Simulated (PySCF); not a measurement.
A calculated (PBE, PySCF 2.14, 6-31G*, the non-relativistic Hamiltonian (point nucleus)) atom or ion has these occupied shells.

```tsv
shell	electrons	orbital energy (eV)	rms radius, mean of both spins (bohr)
1s α	1	-5363.2	0.0776
1s β	1	-5363.2	0.0776
2s α	1	-633.18	0.337
2s β	1	-632.42	0.337
2p α	3	-540.06	0.305
2p β	3	-539.48	0.305
3s α	1	-104.68	1.02
3s β	1	-102.53	1.02
3p α	3	-78.993	1.10
3p β	3	-76.880	1.10
3d α	2	-39.199	1.30
```

Task: Name the element and its charge.

Result: V³⁺ (vanadium, charge +3), in [Ar] 3d2, high-spin 3F determinant.
